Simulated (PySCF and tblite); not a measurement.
The numbers below are computed, except where a source is named.
Stationary points of C₈H₇Cl at PBE0-D3(BJ)/def2-SVP, in Å:

Structure A

```
 1 Cl   -0.172    3.114    1.350
 2 C     0.105    1.502    0.727
 3 C     1.479    0.817    0.921
 4 C     1.849    0.390   -0.487
 5 C     0.775    0.443   -1.298
 6 C    -0.378    1.019   -0.592
 7 C    -0.884    0.396    0.796
 8 C    -0.205   -0.764    1.391
 9 C     1.110   -0.518    1.537
10 H     2.225    1.416    1.462
11 H     2.817   -0.047   -0.737
12 H     0.736    0.067   -2.321
13 H    -1.169    1.550   -1.126
14 H    -1.939    0.601    0.987
15 H    -0.704   -1.705    1.626
16 H     1.857   -1.230    1.897
```

Structure B

```
 1 Cl   -0.669    2.687    0.954
 2 C    -0.413    1.041    0.313
 3 C     0.990    0.416    0.546
 4 C     1.342   -0.164   -0.783
 5 C     0.318    0.042   -1.695
 6 C    -0.722    0.762   -1.108
 7 C    -1.370   -0.031    0.671
 8 C    -0.683   -1.183    1.053
 9 C     0.686   -0.967    1.018
10 H     1.722    1.030    1.087
11 H     2.296   -0.651   -0.987
12 H     0.288   -0.377   -2.702
13 H    -1.637    1.105   -1.589
14 H    -2.450    0.111    0.641
15 H    -1.156   -2.144    1.263
16 H     1.457   -1.677    1.317
```

Structure C

```
 1 Cl   -0.290    3.115    1.296
 2 C     0.014    1.466    0.671
 3 C     1.430    0.919    0.944
 4 C     1.716    0.071   -0.250
 5 C     0.756    0.447   -1.296
 6 C    -0.169    1.300   -0.819
 7 C    -0.907    0.396    1.209
 8 C    -0.220   -0.748    1.383
 9 C     1.213   -0.545    1.132
10 H     2.175    1.511    1.479
11 H     2.737   -0.218   -0.512
12 H     0.765    0.030   -2.305
13 H    -1.049    1.677   -1.343
14 H    -1.991    0.524    1.243
15 H    -0.663   -1.718    1.615
16 H     1.957   -1.172    1.628
```

Level: PBE0/pcSseg-1 + D3(BJ) on PBE0-D3(BJ)/def2-SVP stationary points, with GFN2-xTB thermal terms.

Task: Which structure is a saddle point, and along which motion?

Result: B: one imaginary mode (423i cm⁻¹ at GFN2-xTB, mostly on C4, C9, C6), along the Cope rearrangement (breaking C6–C7, making C4–C9).

Task: Give their symmetry and energies above the lowest.

Result: A Cs, 1.5 kcal/mol; B Cs, 6.7 kcal/mol; C Cs, 0.0 kcal/mol.
